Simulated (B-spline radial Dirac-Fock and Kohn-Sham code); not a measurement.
## What relativity does to the binding energies of Ni⁴⁺

System: Ni⁴⁺, configuration [Ar] 3d6.

Both columns are ΔSCF binding energies of the configuration average from a radial B-spline solver: non-relativistic Hartree-Fock with a point nucleus, and Dirac-Fock with a finite nucleus and the Coulomb interaction alone, averaged over the two j levels with weights 2j+1.

```
shell  Hartree-Fock (eV)  Dirac-Fock (eV)  shift (eV)  shift (%)
   1s             8341.4           8431.0      +89.58      +1.07
   2s             1080.9           1100.1      +19.22      +1.78
   2p              943.7            947.5       +3.82      +0.40
   3s              192.0            195.2       +3.20      +1.67
   3p              147.6            148.3       +0.70      +0.48
   3d              78.54            78.08       -0.45      -0.58
```

Relativity binds 1s, 2s, 2p, 3s, 3p more strongly, among those listed most of all 2s in relative terms, and 3d more weakly, because the contracted s and p shells screen the nucleus better.

Values without a named source are computed, but for edge energies of neutral atoms, which are taken from tables.
